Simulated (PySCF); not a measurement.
A PySCF script (with the pyscf-properties extension) for the NMR shieldings of `InChI=1S/C4H8.CH3.Ga/c1-3-4-2;;/h1-4H2;1H3;`, on a PBE0-D3(BJ)/def2-SVP geometry:

```python
import basis_set_exchange as bse
import numpy as np
from pyscf import gto, dft
from pyscf.prop import nmr

atoms = """
C     2.912331    0.342299    0.220737
Ga    0.964444    0.130089    0.073058
C    -0.194226   -1.484847   -0.043696
C    -1.535817   -0.874327   -0.470858
C    -1.759220    0.489315    0.203960
C    -0.552715    1.414102   -0.008708
H     3.423444   -0.229595   -0.569833
H     3.229758    1.393080    0.157763
H     3.256737   -0.064644    1.185719
H    -0.273761   -1.928672    0.966963
H     0.150255   -2.290757   -0.709443
H    -1.535024   -0.723648   -1.566576
H    -2.387849   -1.544063   -0.259713
H    -2.700103    0.941166   -0.155988
H    -1.900968    0.320848    1.287716
H    -0.518845    2.254582    0.701318
H    -0.577445    1.863098   -1.019666
"""
names = dict.fromkeys(["C", "Ga", "H"], "pcSseg-1")
basis = {el: gto.basis.parse(bse.get_basis(n, elements=[el], fmt="nwchem")) for el, n in names.items()}
mol = gto.M(atom=atoms, basis=basis, charge=0, verbose=0)
mf = dft.RKS(mol, xc="PBE")
mf.grids.level = 2
mf.grids.alignment = dft.numint.BLKSIZE   # the property module wants whole blocks of grid points
mf.conv_tol = 1e-9
mf.kernel()

calc = nmr.RKS(mf)   # GIAO
sigma = calc.kernel()   # uncoupled for a functional without exact exchange
for i, s in enumerate(sigma):   # ppm
    w = np.linalg.eigvalsh((s + s.T) / 2)
    print("%2d %-2s iso %8.1f  s11 %8.1f  s22 %8.1f  s33 %8.1f" % (i, mol.atom_pure_symbol(i), w.mean(), *w))
```

Q: Give the expected output.

A: 
```
 0 C  iso    181.3  s11    160.9  s22    189.1  s33    193.9
 1 Ga iso    826.5  s11    670.5  s22    715.7  s33   1093.3
 2 C  iso    160.8  s11    145.6  s22    155.3  s33    181.4
 3 C  iso    147.4  s11    130.6  s22    149.3  s33    162.3
 4 C  iso    147.5  s11    130.7  s22    149.4  s33    162.2
 5 C  iso    160.4  s11    145.8  s22    154.9  s33    180.6
 6 H  iso     30.8  s11     26.0  s22     28.2  s33     38.1
 7 H  iso     30.4  s11     25.4  s22     28.3  s33     37.4
 8 H  iso     31.0  s11     26.6  s22     28.0  s33     38.3
 9 H  iso     31.2  s11     26.0  s22     28.9  s33     38.8
10 H  iso     30.1  s11     25.5  s22     28.4  s33     36.4
11 H  iso     30.1  s11     25.3  s22     28.2  s33     36.8
12 H  iso     28.8  s11     23.3  s22     27.4  s33     35.7
13 H  iso     28.8  s11     23.3  s22     27.4  s33     35.7
14 H  iso     30.1  s11     25.2  s22     28.2  s33     36.8
15 H  iso     30.1  s11     25.5  s22     28.4  s33     36.4
16 H  iso     31.2  s11     26.0  s22     28.8  s33     38.7
```

These numbers come from an equivalent density-fitted implementation of the same equations, which agrees with the script to about 0.01 ppm for H and up to a few tenths of a ppm for heavy atoms, so last digits may differ.

Q: Turn these shieldings into chemical shifts. δ = σ(ref) − σ, references computed at the same level: TMS for $^{13}$C (180.03 ppm) and $^{1}$H (31.20 ppm); $^{71}$Ga (1663.69 ppm) against GaH4-.

A: Averaging equivalent atoms: C 3/4: 32.6; C 2/5: 19.4; C 0: -1.3; Ga 1: 837; H 11/12/13/14: 1.75; H 9/10/15/16: 0.54; H 6/7/8: 0.49 ppm. 

Relativistic effects, spin–orbit coupling among them, are left out; they matter for Ga and for the light atoms bonded to it.

Size and cost of the density-fitted run: 181 basis functions, 35 s wall time on 1 thread of an Arm Neoverse V1, shared host.
